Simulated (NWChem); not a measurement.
Species: CH₃BeBrO; SMILES [O]([Be][Br])C

```xyz
7

Be     0.0030    -0.5643     0.0001
Br    -0.0003     1.4058     0.0000
O      0.0042    -1.9578     0.0007
C     -0.0032    -3.3424    -0.0005
H      0.9374    -3.7486     0.4342
H     -0.8534    -3.7393     0.5982
H     -0.1000    -3.7419    -1.0347
```
Atoms are numbered in this order, from 1.

All runs: NWChem. Geometry: optimised at PBE-D3(BJ)/def2-SVP.

For level Hartree-Fock/aug-pcseg-1:

- orbital gap (eV) = 12.13

Q: How do the values read with level Hartree-Fock/pcseg-2 instead?

A: 
| Item | Result |
|---|---|
| orbital gap (eV) | 13.06 |
